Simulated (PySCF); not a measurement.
C4H4F2.

```xyz
10

C     -2.6532     0.4464     0.0000
C     -1.5518    -0.5654     0.0000
C     -0.2672    -0.3011     0.0000
C      1.0088    -0.0300     0.0000
F      1.7501     0.1238     1.0786
F      1.7501     0.1238    -1.0786
H     -3.2970     0.3101    -0.8842
H     -2.2641     1.4730     0.0000
H     -3.2970     0.3101     0.8842
H     -1.8631    -1.6214     0.0000
```

Geometry optimised at PBE0-D3(BJ)/def2-SVP.

Computed with B3LYP/pcSseg-1 (PySCF). Non-relativistic, no solvent.

Computed absolute GIAO shielding of each atom: isotropic value and principal components (ppm):
```tsv
atom	σ(iso)	σ11	σ22	σ33	span
C1	156.3	141.8	150.2	177.0	35.2
C2	54.9	-32.1	40.0	156.7	188.8
C3	-9.4	-54.0	-15.1	41.0	95.0
C4	16.8	-27.5	18.9	59.0	86.5
F5	273.3	236.1	255.6	328.1	92.0
F6	273.3	236.1	255.6	328.1	92.0
H7	29.3	26.1	27.2	34.5	8.4
H8	29.5	26.2	28.8	33.5	7.3
H9	29.3	26.1	27.2	34.5	8.4
H10	24.8	22.4	25.7	26.3	3.9
```
